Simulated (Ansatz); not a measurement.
Ansatz (an electronic-structure program) input (B2PLYP/def2-TZVPD):

Ansatz 0.2 input:
```yaml
crystal:
  periodic: [false, false, false]
  atoms:
    - {symbol: Re, position_ang: [0.08392860, -0.01835427, 0.02901649]}
    - {symbol: O, position_ang: [1.36042868, -0.39177991, -1.01713727]}
    - {symbol: O, position_ang: [0.51467451, -0.01828477, 1.66541339]}
    - {symbol: F, position_ang: [-0.88402535, 1.50168945, -0.48779763]}
    - {symbol: F, position_ang: [-1.48213807, -0.98423523, -0.33025187]}
basis:
  gaussian:
    orbitals: def2-TZVPD
hamiltonian:
  xc: {name: B2PLYP}
magnetization: {spin_polarized: true, initial_magnetization: 1}
correlation: {electrons: outside_noble_gas}
```

End of the output:

```
integrals: 0.42 GiB planned
1389 factors; integrals over basis functions are off by at most 9.9e-4 eV
mean field: 1.69 GiB planned
mean field evaluation 1: about -11626.7820 eV, gradient 7.0e1 eV
mean field evaluation 2: about -11626.9484 eV, gradient 7.1e1 eV
mean field evaluation 4: about -11642.1744 eV, gradient 2.1e1 eV
mean field evaluation 8: about -11643.5197 eV, gradient 5.6e-1 eV
mean field evaluation 16: about -11643.5543 eV, gradient 2.9e-2 eV
mean field evaluation 32: about -11642.6077 eV, gradient 5.2e0 eV
mean field evaluation 64: about -11639.4512 eV, gradient 3.7e0 eV
mean field -11643.55435131 eV, -427.8927301259 hartree, gradient 8.3e-6 eV, S^2 0.763692; 2 other end points of the search recorded, 0 dependent functions left out
8 core orbitals not correlated
reference -11643.55453459 eV, -427.8927368614 hartree; 17, 16 occupied and 178, 179 virtual orbitals, 1389 factors
second order -44.70123813 eV of doubles, -0.00000000 eV of singles
Total energy: -11655.62386888 eV, -428.3362767158 hartree
```

The spin state was set by rule; other spins were not relaxed.
